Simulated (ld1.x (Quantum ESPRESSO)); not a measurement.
# O (Z = 8): excitation energies, all-electron against PAW

ld1.x (Quantum ESPRESSO) 7.5 input, shortened:

```
&input
   title='O', zed=8., rel=2, dft='PBE', iswitch=3,
   config='[He] 2s2 2p3.75 3d-2', rel_dist='average'
 /
 &inputp
   pseudotype=3, lpaw=.true., tm=.true., lloc=-1, rcloc=0.75,
   nlcc=.true., new_core_ps=.true., rcore=0.95,
   which_augfun='GAUSS', rmatch_augfun=0.90
 /
6
2S  1  0   2.00   0.00  0.95  1.00  0.0
2S  1  0   0.00   0.60  0.95  1.00  0.0
2P  2  1   3.75   0.00  0.85  1.00  0.0
2P  2  1   0.00   3.90  0.85  1.00  0.0
3D  3  2  -2.00   0.15  0.95  1.10  0.0
3D  3  2  -2.00   1.60  0.95  1.10  0.0
 &test
   configts(1)='2s2 2p3.75'
 /
```

Open shells are filled in proportion to 2j + 1 (rel_dist='average').

Energies are relative to the spin-unpolarised reference configuration 2s2 2p3.75; without spin polarisation the order of configurations can differ from experiment.

**Question.** Give the all-electron excitation energy and the error of the potential for: 2s2 2p4; 2s2 2p3; 2s2 2p2; 2s1 2p5; 2s2 2p1; 2s2 2p4.3; 2s1 2p4.

**Answer.**

```tsv
valence configuration	charge	ΔE all-electron (eV)	error AE − PS (meV)
2s2 2p4	0	-2.690	0.0
2s2 2p3	+1	13.741	-0.2
2s2 2p2	+2	47.327	-0.6
2s1 2p5	0	12.260	-0.6
2s2 2p1	+3	101.196	-1.6
2s2 2p4.3	-0.3	-4.812	+0.1
2s1 2p4	+1	28.970	-0.8
```

Levels in the configuration 2s2 2p2:

```csv
level,all-electron (eV),pseudo (eV)
2s j=1/2,-58.345,-58.347
2p j=1/2,-43.276,-43.276
2p j=3/2,-43.223,-43.224
```

The ghost test of this file was not conclusive.
